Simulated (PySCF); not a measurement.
B₂F₄, charge +1, multiplicity 2. Atoms are numbered in the order given.

```xyz
6

F      0.8383    -0.8383    -1.4657
B      0.0000     0.0000    -1.0169
F     -0.8383     0.8383    -1.4657
B      0.0000     0.0000     1.0169
F      0.8383     0.8383     1.4657
F     -0.8383    -0.8383     1.4657
```
Charge +1, spin multiplicity 2.

Geometry optimised at PBE0-D3(BJ)/def2-SVP. The multiplicity is an assumed one; other spin states were not compared. Other conformers were not sampled.

Level of theory: PySCF with PBE/def2-TZVP.

ESP charges are fitted to the potential on shells at 1.4 to 2.0 van der Waals radii. Atomic charges (e):

| atom | Mulliken | Löwdin | ESP fit | meta-Löwdin | Mulliken spin |
|---|---|---|---|---|---|
| F1 | 0.02 | 0.55 | 0.01 | -0.10 | 0.10 |
| B2 | 0.46 | -0.60 | 0.48 | 0.71 | 0.31 |
| F3 | 0.02 | 0.55 | 0.01 | -0.10 | 0.10 |
| B4 | 0.46 | -0.60 | 0.48 | 0.71 | 0.31 |
| F5 | 0.02 | 0.55 | 0.01 | -0.10 | 0.10 |
| F6 | 0.02 | 0.55 | 0.01 | -0.10 | 0.10 |

Computed Mayer and Wiberg (Löwdin basis) orders of the bonds:
```json
[
 {"bond": "F1–B2", "Mayer": "1.52", "Wiberg": "2.31"},
 {"bond": "B2–F3", "Mayer": "1.52", "Wiberg": "2.31"},
 {"bond": "B4–F5", "Mayer": "1.52", "Wiberg": "2.31"},
 {"bond": "B4–F6", "Mayer": "1.52", "Wiberg": "2.31"}
]
```
